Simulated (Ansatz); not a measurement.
Name a neutral molecule of Cl, F, Ge, N, O and H with size of the dipole moment (PBE/def2-TZVPP) between 1.80 and 2.10 D and ideal-gas entropy at 298 K and 1 bar (rigid rotor, harmonic PBE0-D4/def2-TZVP) between 352 and 368 J/(mol·K) (Ansatz, PBE0-D4/def2-TZVP geometry).

`[NH2][Ge]([OH])([F])[Cl]` (2.06 D, 360 J/(mol·K)). Other molecules can fit too; these were computed, each in one conformer that needn't be the lowest.
